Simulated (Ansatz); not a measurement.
`CO[SiH](O)O` + `C[SiH2]B(F)S` → `C[SiH2][SiH](O)O` + `COB(F)S`  (redistribution)

Isolated molecules relaxed with PBE0-D4/def2-TZVP in Ansatz; ΔE leaves out vibrations. CCSD(T)/CBS is the MP2 limit (def2-TZVPP, def2-QZVPP) plus CCSD(T) − MP2 in def2-TZVPP, frozen cores. This one scheme is used for every species. DFT in def2-TZVPP. B3LYP here is the variant with VWN-RPA as its local correlation; programs differ in this. Each species was taken in one conformer, which may not be the lowest.

```csv
level,ΔE (kJ/mol)
PBE-D4,-22.3
ωB97M-V,-13.4
B2PLYP,-15.2
r2SCAN,-15.3
B3LYP,-18.9
MP2/def2-QZVPP,-10.1
SCS-MP2/def2-QZVPP,-10.6
HF/CBS(def2),-14.2
```

Question: What does CCSD(T)/CBS give? (Estimate.)

Answer: The calculation gave: -11.7 kJ/mol. The listed levels differ from it by -10.6, -1.7, -3.5, -3.6, -7.2, 1.6, 1.1, -2.5 kJ/mol.

Largest T1 diagnostic among the species: 0.013.
